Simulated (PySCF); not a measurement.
# Zinc: a sound run and one with changed settings

Sound run: Zn [Ar] 3d10 4s2, Zn⁺ [Ar] 3d10 4s1. Computed with PySCF 2.14 in 6-31G* (5s4p2d1f, 34 functions), with no relativity, point nucleus. The sound run starts from symmetry-adapted Hartree-Fock orbitals and uses a fine grid where one is needed.

Changed run: initial guess minao, at most 3 SCF cycles. This setting is unsound on purpose.

```json
{"species": "Zn", "method": "UHF", "sound run (hartree)": "-1777.48110", "changed run (hartree)": "-1777.48107", "converged": "no"}
{"species": "Zn", "method": "LDA", "sound run (hartree)": "-1776.12653", "changed run (hartree)": "-1776.12653", "converged": "no"}
{"species": "Zn", "method": "r2SCAN", "sound run (hartree)": "-1778.99923", "changed run (hartree)": "-1778.99923", "converged": "no"}
{"species": "Zn⁺", "method": "UHF", "sound run (hartree)": "-1777.20913", "changed run (hartree)": "-1777.20889", "converged": "no"}
{"species": "Zn⁺", "method": "LDA", "sound run (hartree)": "-1775.79266", "changed run (hartree)": "-1775.79257", "converged": "no"}
{"species": "Zn⁺", "method": "r2SCAN", "sound run (hartree)": "-1778.68398", "changed run (hartree)": "-1778.68387", "converged": "no"}
```

The SCF was stopped early; the energies are upper bounds that still move, and correlated levels were skipped or rest on poor orbitals.
